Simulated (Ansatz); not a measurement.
Consider the ligand exchange at a Ga–N bond: `B[NH][GaH2]` + `C[SeH]` → `C[Se][GaH2]` + `BN`.

Computed with Ansatz on PBE0-D4/def2-TZVP structures; ΔE is electronic, products minus reactants. CCSD(T)/CBS is the MP2 limit (def2-TZVPP, def2-QZVPP) plus CCSD(T) − MP2 in def2-TZVPP, frozen cores. This one scheme is used for every species. Functionals use def2-TZVPP. HSE06 is defined as in plane-wave codes. For Ga, Se outer-core shells are correlated without core-valence functions, which leaves a few kJ/mol of doubt a bond. Scalar relativity is left out up to krypton.

**Question.** Is it downhill or uphill in electronic energy at CCSD(T)/CBS, and by how much? (Best estimate.)

**Answer.** The calculation gave: Downhill: ΔE = -72.7 kJ/mol.

**Question.** What do these levels give: revPBE-D4, BLYP-D4, r2SCAN-D4, PBE0-D4, r2SCANh-D4, r2SCAN0-D4, HSE06-D4, r2SCANh, CCSD/def2-SVP, SCS-MP2/def2-TZVPP, SCS-MP2/def2-QZVPP, CCSD/CBS(def2)? (An estimate is asked.)

**Answer.** Computed: revPBE-D4 -79.0, BLYP-D4 -76.4, r2SCAN-D4 -79.1, PBE0-D4 -81.1, r2SCANh-D4 -79.1, r2SCAN0-D4 -79.2, HSE06-D4 -81.4, r2SCANh -78.9, CCSD/def2-SVP -64.8, SCS-MP2/def2-TZVPP -65.2, SCS-MP2/def2-QZVPP -67.0, CCSD/CBS(def2) -71.6 kJ/mol.

Largest T1 diagnostic among the species: 0.013.

Leaving LDA and LC-ωPBE aside and taking each functional with its dispersion term where it has one, the values, not all of them listed here, spread over 12.4 kJ/mol, from PBE-D4 to ωB97X-V. At CCSD(T), def2-SVP lies +7.0 kJ/mol from the extrapolated value and def2-TZVPP +4.7 kJ/mol.
